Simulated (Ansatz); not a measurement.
Ansatz (a quantum-chemistry and plane-wave program) input (CCSD(T)/def2-SVPD):

Ansatz 0.2 input:
```yaml
crystal:
  periodic: [false, false, false]
  atoms:
    - {symbol: W, position_ang: [0.00265097, 0.00307094, -0.12018062]}
    - {symbol: F, position_ang: [1.78062760, 0.02065699, 0.53444417]}
    - {symbol: F, position_ang: [-1.80242446, -0.04590694, 0.45370758]}
basis:
  gaussian:
    orbitals: def2-SVPD
magnetization: {spin_polarized: true, initial_magnetization: 4}
correlation: {method: ccsd_t, electrons: outside_noble_gas}
output: {forces: true}
```

End of the output:

```
determinant -7214.48183795 eV, -265.1273173932 hartree, with singles and doubles -7227.77551733 eV, -265.6158510997 hartree
determinant -7214.42178905 eV, -265.1251106368 hartree, with singles and doubles -7227.73874169 eV, -265.6144996199 hartree
determinant -7214.00537730 eV, -265.1098077874 hartree, with singles and doubles -7227.19670070 eV, -265.5945799810 hartree
determinant -7213.00827531 eV, -265.0731649650 hartree, with singles and doubles -7226.42684431 eV, -265.5662882803 hartree
6 core orbitals not correlated
reference -7216.39269304 eV, -265.1975400226 hartree; 12, 8 occupied and 63, 67 virtual orbitals, 762 factors
densities: 0.65 GiB planned
second order -13.27443398 eV of doubles, -0.00000000 eV of singles
coupled cluster: 0.48 GiB planned
cycle   1  -13.34709059 eV  change   -2.5e-1 eV  update   3.7e-2
cycle   2  -13.39546405 eV  change   -4.8e-2 eV  update   9.8e-3
cycle   3  -13.39558464 eV  change   -1.2e-4 eV  update   6.0e-3
cycle   4  -13.39930749 eV  change   -3.7e-3 eV  update   1.4e-3
cycle   5  -13.39911975 eV  change    1.9e-4 eV  update   6.1e-4
cycle   6  -13.39939328 eV  change   -2.7e-4 eV  update   2.1e-4
cycle   7  -13.39932731 eV  change    6.6e-5 eV  update   9.3e-5
cycle   8  -13.39936855 eV  change   -4.1e-5 eV  update   3.5e-5
cycle   9  -13.39936798 eV  change    5.7e-7 eV  update   1.4e-5
cycle  10  -13.39937171 eV  change   -3.7e-6 eV  update   5.2e-6
cycle  11  -13.39937197 eV  change   -2.6e-7 eV  update   2.2e-6
cycle  12  -13.39937179 eV  change    1.8e-7 eV  update   9.7e-7
cycle  13  -13.39937197 eV  change   -1.7e-7 eV  update   4.5e-7
cycle  14  -13.39937180 eV  change    1.6e-7 eV  update   2.0e-7
perturbative correction -0.36913331 eV, -0.0135653990 hartree
the calculation of the forces begins
Total energy: -7230.16119815 eV, -265.7035232529 hartree
Atom 0 at     0.002651     0.003071    -0.120181 Å, force     0.011638     0.013482    -0.527622 eV/Å
Atom 1 at     1.780628     0.020657     0.534444 Å, force     0.815170     0.008511     0.282310 eV/Å
Atom 2 at    -1.802424    -0.045907     0.453708 Å, force    -0.826809    -0.021993     0.245312 eV/Å
Dipole moment:     0.007271     0.008422    -0.329610 e Å
```

The spin state was set by rule; other spins were not relaxed.
